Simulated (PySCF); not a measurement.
A GIAO shielding run with PySCF 2.14.0 with density-fitted response routines (density fitting, non-relativistic, gas phase) on SMILES COBP1[SiH2]CC[SiH2]1, C$_{3}$H$_{12}$BOPSi$_{2}$:

```
{"job": {"kind": "nmr", "xc": "PBE0", "basis": "pcSseg-1"}, "charge": 0, "multiplicity": 1}
C      3.034354    -0.226557    -0.896742
O      2.576882     0.784042    -0.034556
B      1.493229     0.705167     0.755028
P      0.384672    -0.874283     0.862180
Si    -1.478002    -0.059465     1.853430
C     -2.820015    -0.388657     0.553036
C     -2.300815    -0.003241    -0.837664
Si    -0.622524    -0.824547    -1.167088
H      2.686292    -1.224080    -0.577777
H      4.133691    -0.212572    -0.896121
H      2.682696    -0.038357    -1.922832
H      1.290380     1.657448     1.473933
H     -1.770236    -0.758554     3.140922
H     -1.348083     1.405977     2.129290
H     -3.066235    -1.464537     0.591573
H     -3.747276     0.150673     0.810635
H     -3.018008    -0.265037    -1.634252
H     -2.146007     1.088263    -0.900953
H     -0.799161    -2.220509    -1.675975
H      0.177282    -0.068718    -2.180330
```

Hardware: 1 thread of an Arm Neoverse N1, shared host. The job also computes population analyses, field gradients.

(1) How large is the calculation?

(2) How long does it take?

(3) And these other runs on the same molecule and hardware: GIAO shielding at WP04/pcSseg-1?

Answers

(1) 86 electrons, 217 basis functions and 1193 auxiliary functions.

(2) 74 s of wall time, with 14 SCF cycles and 5 response iterations. Times on a shared host scatter by some tens of per cent.

(3) WP04/pcSseg-1: 217 functions, 64 s.
